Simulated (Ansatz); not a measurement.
Match the barriers

Saddle point of ZnAsH5O, closed shell (ZnH₂O ([OH][ZnH]) + AsH₃ → ZnAsH₃O ([OH][Zn][AsH2]) + H₂; bonds formed: H2–H4; dative contacts that become bonds: Zn1–As5; bonds broken: Zn1–H2, H4–As5), PBE0-D4/def2-TZVP structure:

Zn1  (-0.774, -0.590, -0.116)
H2  (0.749, -0.834, -0.979)
O3  (-2.455, -1.142, 0.198)
H4  (1.576, -0.342, -0.389)
As5  (1.109, 0.900, 0.684)
H6  (-2.795, -1.783, -0.428)
H7  (0.937, 1.765, -0.549)
H8  (1.653, 2.026, 1.580)
(Å)

Ansatz 0.2.0; basis: def2-TZVPP, with def2-QZVPP for the basis limit; cores frozen in the correlated methods. The 3s and 3p shells of Cu and Zn are frozen; filled d shells are correlated. The def2 sets are not built for correlating such inner shells, so the correlated values are less sure here. B3LYP uses VWN-RPA correlation. Extrapolation: Hartree–Fock as exp(−7.88 √X), correlation as X^−2.97. Four methods, as single points on the PBE0-D4 structures, gave these electronic barriers from the start structure: 33.25, 40.02, 42.78, 54.52 kcal/mol.

**Question.** The methods were, in alphabetical order, B3LYP-D4, HF, MP2, PBE-D4. Which gave which? (A judgement: the text doesn't fix the answer.)

**Answer.** By the calculation: PBE-D4 33.25; B3LYP-D4 40.02; MP2 42.78; HF 54.52 kcal/mol. For comparison, CCSD(T) at an estimated basis limit (MP2 extrapolated from triple and quadruple zeta, plus CCSD(T) − MP2 in triple zeta) gives 40.71 kcal/mol.

T1 diagnostic: at most 0.016.

Labels in which every atom is bracketed show which atoms are joined, not bond orders.

For scale, one of the runs: CCSD(T)/def2-TZVPP, 213 basis functions, launched by `ansatz run in.yaml --threads 8 --pin off --events-out ev --progress --plain --max-ram 19148MiB`. Time: 66 s of wall clock on 8 CPU threads of an Arm Neoverse V1; the host was shared. Peak host memory: 3.1 GiB.
